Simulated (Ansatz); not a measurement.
C4H7Ga (`C#C[CH2][GaH][CH3]`) at its PBE0-D4/def2-TZVP geometry, where that method's forces vanish. Charge 0, multiplicity 1.

```
atom    x (Å)    y (Å)    z (Å)
  C1  -1.5868   1.9467   0.4052
  C2  -0.7452   1.5193  -0.3415
  C3   0.2664   0.9496  -1.1908
 Ga4   0.9226  -0.8184  -0.5231
  C5   0.2041  -1.5882   1.1288
  H6  -2.3329   2.3460   1.0495
  H7   1.1329   1.6144  -1.2771
  H8  -0.1072   0.8027  -2.2101
  H9   2.0290  -1.5257  -1.3950
 H10   1.0055  -1.7306   1.8590
 H11  -0.2277  -2.5733   0.9331
 H12  -0.5606  -0.9426   1.5619
```

Problem. For each bond, give half the difference of the two atoms' forces along it (eV/Å; positive pushes the atoms apart) under PBE-D4, r2SCAN-D4, B3LYP-D4, ωB97M-V in def2-TZVPP. (An estimate is asked.)

Solution. Ansatz gave: 
```tsv
bond	length (Å)	PBE-D4	r2SCAN-D4	B3LYP-D4	ωB97M-V
C1–C2	1.203	0.98	0.38	-0.06	-0.42
C1–H6	1.064	-0.37	-0.23	-0.08	0.06
C2–C3	1.439	-0.58	-0.20	0.13	0.56
C3–Ga4	2.001	0.06	0.03	0.12	-0.09
C3–H7	1.096	0.15	0.02	-0.08	-0.14
C3–H8	1.095	0.15	0.02	-0.08	-0.14
Ga4–C5	1.959	0.00	-0.01	0.17	0.06
Ga4–H9	1.576	0.00	-0.09	-0.10	-0.11
C5–H10	1.093	0.12	0.00	-0.06	-0.05
C5–H11	1.093	0.11	0.00	-0.06	-0.05
C5–H12	1.090	0.10	-0.02	-0.08	-0.05
```

B3LYP here is the variant with VWN-RPA as its local correlation; programs differ in this.
